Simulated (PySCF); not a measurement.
C₅H₅Cl, SMILES Cl/C=C/C=C=C. The structure is a stationary point at r2SCAN-D4/def2-SVP. The structure was generated by enumeration; whether it is a known compound was not checked. The values are those of a single conformer.

Give the equilibrium geometry at r2SCAN-D4/def2-SVP (PySCF confirms it by a frequency run) as Cartesian coordinates in Å, and its point group. (An estimate is asked for; the answer gives what the named calculation found.)

Several could match; the one computed here: point group Cs.
```xyz
11

C     -0.9121    -3.1009     0.0000
C      0.0659    -2.2325     0.0000
C      1.0532    -1.3533     0.0000
C      0.9286     0.1059     0.0000
C     -0.2361     0.7780     0.0000
Cl    -0.3203     2.5039     0.0000
H     -1.3396    -3.4832     0.9362
H     -1.3396    -3.4832    -0.9362
H      2.0786    -1.7469     0.0000
H      1.8632     0.6755     0.0000
H     -1.2148     0.2887     0.0000
```
Charge 0, spin multiplicity 1.
